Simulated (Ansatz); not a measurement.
## Molecular dynamics of C3H13BSi2

Input:

```yaml
crystal:
  periodic: [false, false, false]
  atoms:
    - { symbol: B, position_ang: [1.363315, 1.616565, -1.380194] }
    - { symbol: C, position_ang: [1.678894, 0.55387, -0.32483] }
    - { symbol: Si, position_ang: [0.361355, -0.800202, -0.575294] }
    - { symbol: C, position_ang: [0.758326, -2.179819, 0.63057] }
    - { symbol: Si, position_ang: [-1.720855, -0.003637, -0.257961] }
    - { symbol: C, position_ang: [-1.822763, 1.051184, 1.285376] }
    - { symbol: H, position_ang: [0.582608, 2.464902, -1.158643] }
    - { symbol: H, position_ang: [1.826036, 1.553721, -2.456853] }
    - { symbol: H, position_ang: [1.571967, 0.901783, 0.708547] }
    - { symbol: H, position_ang: [2.652871, 0.068411, -0.448294] }
    - { symbol: H, position_ang: [0.502973, -1.324848, -1.915747] }
    - { symbol: H, position_ang: [0.695022, -1.835369, 1.667131] }
    - { symbol: H, position_ang: [1.769414, -2.565559, 0.468868] }
    - { symbol: H, position_ang: [0.059702, -3.014331, 0.513109] }
    - { symbol: H, position_ang: [-2.133683, 0.786022, -1.395198] }
    - { symbol: H, position_ang: [-2.651011, -1.102994, -0.137383] }
    - { symbol: H, position_ang: [-1.151114, 1.91219, 1.220005] }
    - { symbol: H, position_ang: [-2.837253, 1.432576, 1.435377] }
    - { symbol: H, position_ang: [-1.547703, 0.481336, 2.177715] }
basis:
  gaussian: { orbitals: STO-3G }
hamiltonian:
  xc: pbe0
  dispersion: d4
md:
  timestep: 0.5
  n_steps: 100
  ensemble: nvt_langevin
  temperature: 1000.0
  initial_velocities: maxwell_boltzmann
  seed: 559315
  friction: 0.01
scf:
  lower_state_search: "off"
```

Command:

```bash
$ ansatz run input.yaml --threads 1 --pin off --max-ram 2048MiB --backend cpu --events-out ev --progress --plain --runs-dir out
```

It starts from a relaxed structure.

Output, in part (step lines, the closing report, with atoms numbered from 0):

```
md step     0: t =     0.00 fs  T =   947.4 K  F+E_penalty+E_count = -19515.89402010 eV  E_kin = 2.326680 eV  (14 SCF iters)
[... lines left out ...]
Total energy: -19514.41906187 eV, -717.1416731753 hartree
Atom 0 at     1.133213     1.778838    -1.330239 Å, force    -0.821661     2.047753    -1.121156 eV/Å
Atom 1 at     1.659051     0.552312    -0.582420 Å, force     0.274386     2.142471     1.638556 eV/Å
Atom 2 at     0.524138    -0.819175    -0.341811 Å, force    -2.355188    -1.640211    -0.623409 eV/Å
Atom 3 at     1.186792    -2.096771     0.877666 Å, force    -0.387426     2.208736    -1.202619 eV/Å
Atom 4 at    -1.591928    -0.005132    -0.211600 Å, force     0.816234    -1.979296    -3.916355 eV/Å
Atom 5 at    -1.897511     1.035241     1.199724 Å, force    -1.051410     1.021516     1.373671 eV/Å
Atom 6 at     0.391014     2.589581    -0.844176 Å, force     0.357570    -0.827791     0.148302 eV/Å
Atom 7 at     1.402358     2.137739    -2.474430 Å, force     0.038267    -1.105480     1.290309 eV/Å
Atom 8 at     1.805016     0.763373     0.521510 Å, force     0.466049     0.433301    -1.396967 eV/Å
Atom 9 at     2.554199     0.243889    -1.039884 Å, force     1.869350    -0.854573    -0.367442 eV/Å
Atom 10 at     0.337933    -1.633526    -1.507222 Å, force     0.407895    -0.018460    -0.564246 eV/Å
Atom 11 at     1.720920    -1.693186     1.707163 Å, force     0.278258     0.408112     1.079653 eV/Å
Atom 12 at     1.850201    -2.713466     0.327783 Å, force     0.828185    -1.105101    -0.610283 eV/Å
Atom 13 at     0.327600    -2.633356     1.165091 Å, force    -1.067249    -1.346247     0.972685 eV/Å
Atom 14 at    -1.996760     0.503070    -1.569689 Å, force     0.661622     0.062345     1.331772 eV/Å
Atom 15 at    -2.375823    -1.212751    -0.206231 Å, force    -0.336606    -0.035011     0.528934 eV/Å
Atom 16 at    -0.950566     1.052671     1.789876 Å, force    -1.337777     0.517490     0.094552 eV/Å
Atom 17 at    -2.319708     2.038613     0.958326 Å, force     0.800227    -0.658025     0.403311 eV/Å
Atom 18 at    -2.709276     0.458200     1.676944 Å, force     0.559275     0.728472     0.940731 eV/Å
Dipole moment:     0.040873    -0.102385     0.269691 e Å
```

The steps, from the saved trajectory:

| time (fs) | T (K) | potential energy less start (eV) |
| --- | --- | --- |
| 0.0 | 947 | 0.000 |
| 1.5 | 690 | 0.489 |
| 3.0 | 480 | 1.052 |
| 4.5 | 511 | 0.993 |
| 6.0 | 637 | 0.831 |
| 7.5 | 517 | 1.106 |
| 9.0 | 522 | 1.152 |
| 10.5 | 583 | 1.039 |
| 12.0 | 583 | 1.037 |
| 13.5 | 544 | 1.089 |
| 15.0 | 548 | 1.102 |
| 16.5 | 534 | 1.119 |
| 18.0 | 593 | 1.020 |
| 19.5 | 760 | 0.740 |
| 21.0 | 624 | 0.941 |
| 22.5 | 577 | 1.203 |
| 24.0 | 585 | 1.205 |
| 25.5 | 616 | 1.289 |
| 27.0 | 479 | 1.564 |
| 28.5 | 453 | 1.595 |
| 30.0 | 510 | 1.457 |
| 31.5 | 663 | 1.138 |
| 33.0 | 666 | 1.172 |
| 34.5 | 584 | 1.506 |
| 36.0 | 626 | 1.434 |
| 37.5 | 657 | 1.277 |
| 39.0 | 760 | 1.236 |
| 40.5 | 645 | 1.503 |
| 42.0 | 637 | 1.531 |
| 43.5 | 830 | 1.226 |
| 45.0 | 840 | 1.317 |
| 46.5 | 671 | 1.966 |
| 48.0 | 682 | 1.959 |
| 49.5 | 941 | 1.527 |

All steps were run. The mean temperature of the second half is 34 % below the set value. A run of 0.05 ps of so small a system gives no equilibrium averages. Limits of this set-up: minimal basis.

The same pairs are bonded in the first frame and the last. Pairs count as bonded within 1.25 times the sum of covalent radii (0.12 Å more for H–H).

Last frame:

```xyz
19
Properties=species:S:1:pos:R:3
B 1.133 1.779 -1.330
C 1.659 0.552 -0.582
Si 0.524 -0.819 -0.342
C 1.187 -2.097 0.878
Si -1.592 -0.005 -0.212
C -1.897 1.035 1.200
H 0.391 2.590 -0.844
H 1.402 2.138 -2.474
H 1.805 0.763 0.521
H 2.554 0.244 -1.040
H 0.338 -1.633 -1.507
H 1.721 -1.693 1.707
H 1.850 -2.713 0.328
H 0.328 -2.633 1.165
H -1.997 0.503 -1.570
H -2.376 -1.213 -0.206
H -0.951 1.053 1.790
H -2.320 2.039 0.958
H -2.709 0.458 1.677
```

The run took 5.6 min on 1 thread of Arm Neoverse V2, on a shared host, peak memory 0.11 GiB.
